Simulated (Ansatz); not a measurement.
```xyz
6

C     0.0000    0.0224   -0.6989
C     0.0000   -0.0224    0.6989
O     0.0000    0.9791   -1.2487
O     0.0000   -0.9791    1.2487
H     0.0000   -0.9017   -1.1522
H     0.0000    0.9017    1.1522
```

Basis set: def2-TZVP (spherical functions). Correlated methods keep 4 orbitals frozen. Charge 0, multiplicity 1.

Computed with Ansatz (development build ahead of 0.2.0); each method stands on the lowest determinant of its kind that the runs found. Restricted open shells among the atoms or ions are ROHF, correlated in semicanonical orbitals with singles.

(1) Give the atomization energy at this shape (free ground-state atoms in the same class of orbitals less the molecule, no zero-point energy) of singlet C2H2O2 by RHF-MP2, RHF.

## Answers

(1)

| method | atomization energy |
| --- | --- |
| RHF-MP2 | 25.73 eV |
| RHF | 17.71 eV |

Caution: no unrestricted run beside it, a lower state can exist; the shape is not the minimum.
